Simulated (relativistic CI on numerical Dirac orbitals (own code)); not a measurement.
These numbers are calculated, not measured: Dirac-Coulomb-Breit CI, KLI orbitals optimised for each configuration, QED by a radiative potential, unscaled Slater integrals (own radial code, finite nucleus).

The strongest absorption lines from the ground level of an ion, among the configurations computed and to levels below about 295 eV (vacuum wavelength in Å, gf): 59.139 (1.9), 62.424 (2.7), 63.238 (3.2), 65.765 (8.1), 65.813 (1.1), 66.413 (0.55), 82.574 (0.55), 84.918 (0.65).

Problem. Which ion is it?
A. Dy XXIX
B. Dy XXXI
C. Yb XXXIII
D. Dy XXVII

Solution. A. Dy XXIX has 38 electrons and the ground level 4s2.4p6.4d2 3F_2; the strongest line goes to 4s2.4p6.4d.4f 3G°_3. The pattern of lines fixes the number of electrons, and along that sequence the line energies rise steadily with the charge (about as its square where n changes within one kind of shell, about linearly where n is kept but much faster in heavy ions where fine structure, which grows about as Z⁴, sets the gap, and irregularly where shells cross), which fixes Z. Configurations outside the model, such as inner-shell arrays, can give stronger lines. At this charge energies of transitions that change n are usually good to better than 1 %, and those within a shell (Δn = 0) to a few per cent. Terms inside the open d or f shell come out 10 to 20 % too wide with unscaled integrals.

LS names give the leading component of a level, which can be under half, so a name can repeat, a term be missing and a line seem to break the LS rules.
